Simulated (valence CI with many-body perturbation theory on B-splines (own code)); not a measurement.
# Sn XLIII: calculated level list

Method: configuration interaction combined with many-body perturbation theory (CI+MBPT): six valence electrons over a frozen Dirac-Fock core [He], radial functions for each j: 9 s, 9 p, 8 d, 6 f, 3 g, 1 h, with the one-electron correlation potential Σ1 (screened to all orders), the two-electron term Σ2, the three-electron term Σ3, Breit, model QED; selected single and double excitations, second order for the rest, scaled by the run's own slope (own B-spline code, finite nucleus).

No measured spectrum was set against this ion. As an estimate, large intervals hold to a few tenths of a per cent, small ones and those within an open d or f shell to about a per cent. Among the levels kept, up to 2200 cm⁻¹ of a level comes from second order outside the variational space, and about a tenth of that is noise between levels of different J, which matters for small intervals.

Levels 46 to 73 of 73, with energies above the lowest level, (2s^2 2p1/2^2 2p3/2^2) J=2. "Leading %" is the weight of the configuration and term that name the level; weights of strongly mixed levels are sums over their largest components and can fall short, and the name can then belong to a minority configuration. In the jj column 3d3/2^4 stands for four electrons in 3d with j = 3/2. Lifetimes count E1, E2, E3, M1 and M2 decay at the calculated energies, and are blank where another channel may lead or the interval is too uncertain; long ones can be off by a factor of two.

| No. | Configuration | Term | J | E (Ry) | Leading % | Lifetime | Leading jj | Second component |
| --- | --- | --- | --- | --- | --- | --- | --- | --- |
| 46 | 2s²2p³3p | ¹D | 2 | 306.71 | 49 | 561 fs | 2s^2 2p1/2 2p3/2^2 3p3/2 (97 %) | 23 % 2s²2p³3p ³P |
| 47 | 2s²2p³3p | ³P | 1 | 307.25 | 47 | 806 fs | 2s^2 2p1/2 2p3/2^2 3p3/2 (96 %) | 27 % 2s²2p³3p ³S |
| 48 | 2s²2p³3p | ³D | 2 | 307.56 | 44 | 733 fs | 2s^2 2p1/2 2p3/2^2 3p3/2 (96 %) | 34 % 2s²2p³3p ¹D |
| 49 | 2s2p⁴3s | ⁵P | 3 | 308.25 | 74 | 208 fs | 2s 2p1/2^2 2p3/2^2 3s (94 %) | 21 % 2s2p⁴3s ³D |
| 50 | 2s²2p³3d | ³D° | 1 | 309.27 | 44 | 28.2 fs | 2s^2 2p1/2 2p3/2^2 3d3/2 (97 %) | 42 % 2s²2p³3d ⁵D° |
| 51 | 2s²2p³3d | ³F° | 2 | 309.37 | 39 | 27.3 fs | 2s^2 2p1/2 2p3/2^2 3d3/2 (96 %) | 38 % 2s²2p³3d ⁵D° |
| 52 | 2s²2p³3d | ⁵D° | 0 | 309.41 | 51 | 23.9 fs | 2s^2 2p1/2 2p3/2^2 3d3/2 (96 %) | 32 % 2s²2p³3d ¹S° |
| 53 | 2s2p⁴3s | ³P | 2 | 309.50 | 60 | 29.5 fs | 2s 2p1/2^2 2p3/2^2 3s (93 %) | 13 % 2s2p⁴3s ³D |
| 54 | 2s²2p³3d | ³G° | 3 | 309.75 | 34 | 14.3 fs | 2s^2 2p1/2 2p3/2^2 3d3/2 (92 %) | 28 % 2s²2p³3d ⁵D° |
| 55 | 2s²2p³3d | ⁵D° | 4 | 310.42 | 51 | 47.3 ps | 2s^2 2p1/2 2p3/2^2 3d5/2 (96 %) | 34 % 2s²2p³3d ³G° |
| 56 | 2s²2p³3d | ³D° | 3 | 310.52 | 57 | 78.1 fs | 2s^2 2p1/2 2p3/2^2 3d5/2 (94 %) | 20 % 2s²2p³3d ⁵D° |
| 57 | 2s²2p³3d | ¹G° | 4 | 310.76 | 40 | 17.7 ps | 2s^2 2p1/2 2p3/2^2 3d3/2 (96 %) | 38 % 2s²2p³3d ³G° |
| 58 | 2s²2p³3d | ³P° | 2 | 311.25 | 40 | 3.73 fs | 2s^2 2p1/2 2p3/2^2 3d3/2 (76 %) | 18 % 2s²2p³3d ¹D° |
| 59 | 2s²2p³3d | ³D° | 1 | 311.30 | 44 | 6.24 fs | 2s^2 2p1/2 2p3/2^2 3d5/2 (71 %) | 27 % 2s²2p³3d ¹P° |
| 60 | 2s²2p³3d | ³D° | 3 | 311.31 | 41 | 3.14 fs | 2s^2 2p1/2 2p3/2^2 3d3/2 (88 %) | 36 % 2s²2p³3d ³F° |
| 61 | 2s²2p³3d | ³F° | 4 | 311.83 | 72 | 42.2 ps | 2s^2 2p1/2 2p3/2^2 3d5/2 (98 %) | 27 % 2s²2p³3d ¹G° |
| 62 | 2s²2p³3d | ³G° | 5 | 311.94 | 100 | 52.0 ps | 2s^2 2p1/2 2p3/2^2 3d5/2 (100 %) |  |
| 63 | 2s²2p³3d | ³P° | 1 | 311.99 | 70 | 2.78 fs | 2s^2 2p1/2 2p3/2^2 3d3/2 (67 %) | 18 % 2s²2p³3d ³D° |
| 64 | 2s²2p³3d | ³D° | 2 | 312.27 | 75 | 3.55 fs | 2s^2 2p1/2 2p3/2^2 3d5/2 (59 %) | 11 % 2s²2p³3d ³F° |
| 65 | 2s²2p³3d | ³P° | 0 | 312.36 | 51 | 6.36 fs | 2s^2 2p1/2 2p3/2^2 3d5/2 (96 %) | 46 % 2s²2p³3d ¹S° |
| 66 | 2s²2p³3d | ³F° | 2 | 312.67 | 32 | 6.27 fs | 2s^2 2p1/2 2p3/2^2 3d3/2 (49 %) | 24 % 2s²2p³3d ¹D° |
| 67 | 2s²2p³3d | ³S° | 1 | 312.87 | 47 | 3.18 fs | 2s^2 2p1/2 2p3/2^2 3d5/2 (72 %) | 26 % 2s²2p³3d ¹P° |
| 68 | 2s2p⁴3s | ³S | 1 | 312.88 | 52 | 59.2 fs | 2s 2p1/2^2 2p3/2^2 3s (94 %) | 34 % 2s2p⁴3s ⁵P |
| 69 | 2s²2p³3s | ³P° | 2 | 313.28 | 23 | 10.2 fs | 2s^2 2p3/2^3 3s (42 %) | 10 % 2s2p⁴3p ⁵P° |
| 70 | 2s2p⁴3s | ³P | 2 | 313.34 | 46 | 132 fs | 2s 2p1/2^2 2p3/2^2 3s (95 %) | 18 % 2s2p⁴3s ⁵P |
| 71 | 2s2p⁴3s | ³P | 1 | 313.37 | 38 | 24.4 fs | 2s 2p1/2^2 2p3/2^2 3s (94 %) | 35 % 2s2p⁴3s ³D |
| 72 | 2s2p⁴3p | ⁵P° | 2 | 313.46 | 24 | 20.8 fs | 2s 2p1/2^2 2p3/2^2 3p1/2 (67 %) | 12 % 2s2p⁴3p ⁵S° |
| 73 | 2s²2p³3d | ¹F° | 3 | 313.47 | 45 | 4.48 fs | 2s^2 2p1/2 2p3/2^2 3d5/2 (85 %) | 27 % 2s²2p³3d ³D° |
